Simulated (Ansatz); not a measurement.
`O[SiH2]N[SiH](O)F` + `[SiH3]/C=C/[SiH3]` → `O[SiH2]/C=C/[SiH3]` + `O[SiH](F)N[SiH3]`  (redistribution)

Program: Ansatz. Geometries: PBE0-D4/def2-TZVP. ΔE: electronic, gas phase. CBS: MP2 limit from def2 TZ/QZ plus the TZ coupled-cluster correction, frozen cores. This one scheme is used for every species. Double bonds are as drawn, so ΔE can hold a change between cis and trans. Functionals use def2-TZVPP. One conformer a species, not always the lowest.

```csv
level,ΔE (kJ/mol)
B2PLYP,17.8
CCSD(T)/def2-TZVPP,17.7
```

Question: What does CCSD(T)/CBS give? (An estimate is asked.)

Answer: The calculation gave: +17.6 kJ/mol. The listed levels differ from it by 0.2, 0.1 kJ/mol.

Largest T1 diagnostic among the species: 0.012.
